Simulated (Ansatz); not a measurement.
A run for Ansatz (a quantum-chemistry and plane-wave program): R-PBE/def2-TZVPP on BH3Se (SMILES B[SeH]), atoms moved off the minimum.

Ansatz 0.2 input:
```yaml
crystal:
  periodic: [false, false, false]
  atoms:
    - {symbol: B, position_ang: [0.39901783, -0.00950128, -1.56926478]}
    - {symbol: H, position_ang: [-0.31902028, -0.51952252, -2.27623199]}
    - {symbol: H, position_ang: [1.48203850, 0.45405023, -1.75846153]}
    - {symbol: Se, position_ang: [-0.09959003, -0.01251736, 0.30644579]}
    - {symbol: H, position_ang: [1.04558648, 0.68464103, 0.88223980]}
basis:
  gaussian:
    orbitals: def2-TZVPP
hamiltonian:
  xc: {name: PBE}
scf: {lower_state_search: off}
output: {forces: true}
```

It printed:

```
WARN ansatz: RAYON_NUM_THREADS=1 ignored (pool sized by the plan → 1); use --threads N
Functional definition: PBE
these checks for a lower state are left out or cut short: stability, starts, cluster_reference, orbital_swaps, neighbouring_geometries, increment
integrals: 0.03 GiB planned
733 factors; their error is unknown
mean field: 0.30 GiB planned
mean field evaluation 1: about -66058.6882 eV, gradient 4.1e1 eV
mean field evaluation 2: about -66051.0981 eV, gradient 6.0e1 eV
mean field evaluation 4: about -66063.8416 eV, gradient 2.8e0 eV
mean field evaluation 8: about -66063.8589 eV, gradient 5.5e-2 eV
mean field evaluation 16: about -66063.8256 eV, gradient 5.1e-3 eV
mean field -66063.82560815 eV, -2427.8008114303 hartree, gradient 5.2e-6 eV, S^2 0.000000; 0 other end points of the search recorded, 0 dependent functions left out
the calculation of the forces begins
reference -66063.82564316 eV, -2427.8008127168 hartree; 21, 21 occupied and 100, 100 virtual orbitals, 733 factors
Total energy: -66063.82564316 eV, -2427.8008127168 hartree
Atom 0 at     0.399018    -0.009501    -1.569265 Å, force     1.379527     0.748077     2.143284 eV/Å
Atom 1 at    -0.319020    -0.519523    -2.276232 Å, force    -1.092976    -0.686452    -1.201745 eV/Å
Atom 2 at     1.482039     0.454050    -1.758462 Å, force    -0.078662     0.037189    -0.434429 eV/Å
Atom 3 at    -0.099590    -0.012517     0.306446 Å, force    -0.679696    -0.332914    -0.528114 eV/Å
Atom 4 at     1.045586     0.684641     0.882240 Å, force     0.471808     0.234099     0.021005 eV/Å
Dipole moment:     0.081079     0.058988     0.071156 e Å
Checks for a lower state left out: stability, starts, cluster_reference, orbital_swaps, neighbouring_geometries, increment
```

The run converged.

Cost: very roughly 1.4 core-seconds.
